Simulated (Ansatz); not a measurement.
Reaction (hydrogenolysis of the Si–Br bond): `S[Si]Br` + H₂ → `[SiH]S` + HBr

Calculated with Ansatz (gas phase, PBE0-D4/def2-TZVP geometries, no zero-point term in ΔE). CCSD(T)/CBS adds triple-zeta CCSD(T) − MP2 to the extrapolated MP2 energy (def2 sets, frozen cores). This one scheme is used for every species. DFT in def2-TZVPP. B3LYP here is the variant with VWN-RPA as its local correlation; programs differ in this. HSE06 is defined as in plane-wave codes. For Br outer-core shells are correlated without core-valence functions, which leaves a few kJ/mol of doubt a bond. Scalar relativity is left out up to krypton. Each species was taken in one conformer, which may not be the lowest.

| level | ΔE (kcal/mol) | difference from CCSD(T)/CBS |
| --- | --- | --- |
| revPBE-D4 | 28.4 | 1.8 |
| HSE06-D4 | 26.8 | 0.2 |
| BHLYP-D4 | 25.9 | -0.7 |
| B2PLYP | 25.7 | -0.9 |
| PBE | 26.6 | 0.0 |
| B3LYP | 24.7 | -1.9 |
| r2SCAN0 | 26.8 | 0.2 |
| CAM-B3LYP | 23.5 | -3.1 |
| MP2/def2-SVP | 23.8 | -2.8 |
| CCSD(T)/def2-SVP | 20.8 | -5.8 |
| CCSD(T)/CBS | 26.6 | 0 |

Largest T1 diagnostic among the species: 0.016.

From BLYP to BHLYP (50 % exact exchange), in def2-TZVPP and without D4, ΔE moves by −1.5 kcal/mol. At CCSD(T), def2-SVP lies −5.8 kcal/mol from the extrapolated value and def2-TZVPP −2.2 kcal/mol. In def2-TZVPP, CCSD(T) changes the Hartree–Fock value by +3.1 kcal/mol (the triples alone add +1.3 kcal/mol) and MP2 by +6.4 kcal/mol.
